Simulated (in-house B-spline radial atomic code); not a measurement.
## RPA and G0W0 on SCAN: Sr

Configuration [Kr] 5s2, mean-field start SCAN. Computed with a B-spline radial code for spherical atoms: all electrons, non-relativistic, point nucleus, each spin shell either full or empty, empty states to l = 9 with an (l + 1/2)⁻⁴ tail; G0W0 by contour deformation at full frequency.

Without relativity these are model numbers: it shifts the levels of so heavy an element strongly and can reorder them.

Command:
```bash
python run_gw.py task.json out
```
Settings (radii: box in bohr, nucleus in fm):
```
Z                        38
electrons                38
configuration            [Kr] 5s2
hamiltonian              nr
method                   scan,scan
lmax                     9
spin_polarised           False
box_radius               40
intervals                56
ion_configuration        [Kr] 5s1
```

Time taken, with all properties: 5 s on 1 thread of Intel(R) Xeon(R) 6975P-C, with other jobs on the host.

Energies (hartree):

```
                                     term        value
                         mean-field total  -3133.61793
Hartree-Fock functional on these orbitals  -3131.52880
                      direct second order      -3.1388
                    second-order exchange      0.90725
                         SOSEX correction       0.8223
```

What is the RPA correlation energy, and what remains with SOSEX?

RPA gives -2.7027 hartree (-1.94 eV per electron); RPA + SOSEX gives -1.8804, and the second-order doubles -2.2316 hartree (no singles). RPA lacks exchange-type terms and so overcorrelates at short range.

Quasi-particle levels (eV):

| level | occupied | mean field | Σx - vxc | Σc | QP weight | G0W0 |
| --- | --- | --- | --- | --- | --- | --- |
| 5s | yes | -3.540 | -1.20 | ? | ? | ? |

G0W0 = mean field + (Σx - vxc) + Σc, with Σc (partial-wave tail included) taken at the quasi-particle energy. Only the outer levels were computed. Levels of low weight are left out.

Where does G0W0 put 5s?

At -5.779 eV, with Σc = -1.03 eV and a quasi-particle weight of 0.824. The tabulated removal energy is 5.695 eV (NIST, measured); the calculation leaves out relativity, Breit and QED terms, and what these don't explain is the method's own error.

What does it cost to remove one electron (to [Kr] 5s1) by differences of total energies, each species on its own start (correlation terms add to the Hartree-Fock functional)?

SCAN 5.369 eV, Hartree-Fock functional 4.666 eV, + RPA 6.000 eV, + RPA + SOSEX 5.689 eV, + second order 6.520 eV. Tabulated: 5.695 eV (NIST, measured); the calculation leaves out relativity, Breit and QED terms, and what these don't explain is the method's own error.
